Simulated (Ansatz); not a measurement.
```xyz
20

C     1.066    1.622   -1.161
N     1.277    1.011    0.126
C     2.492    1.446    0.767
Ga    0.155   -0.184    0.894
Cl    0.515   -0.611    2.972
N    -1.232   -1.065    0.134
C    -1.490   -1.120   -1.281
C    -2.200   -1.792    0.915
H     0.094    1.353   -1.577
H     1.838    1.329   -1.888
H     1.094    2.719   -1.083
H     2.501    2.538    0.902
H     2.598    0.988    1.752
H     3.379    1.182    0.173
H    -2.434   -0.622   -1.549
H    -1.564   -2.162   -1.626
H    -0.688   -0.648   -1.852
H    -2.238   -2.850    0.616
H    -1.952   -1.755    1.977
H    -3.212   -1.380    0.789
```

Charge 0, multiplicity 1.

(1) List the PBE0/def2-TZVPP orbital energies in eV (Ansatz). (Estimate.)

Answers

(1) Computed: Occupied: -10147.19, -2766.74, -1253.01, -1109.19, -1109.12, -1109.06, -391.31, -391.31, -278.82, -278.82, -278.63, -278.63, -258.58, -196.84, -196.73, -196.72, -151.40, -104.38, -104.24, -104.10, -25.43, -25.24, -23.78, -23.44, -23.35, -23.27, -23.24, -21.81, -19.91, -19.84, -17.35, -17.02, -14.10, -13.17, -12.77, -12.73, -12.67, -12.49, -11.22, -10.96, -10.94, -10.56, -10.33, -9.62, -9.33, -8.97, -8.67, -6.75, -6.11. Lowest empty: -0.06, 0.17, 1.11, 1.55, 1.87, 2.61, 2.63, 2.96.
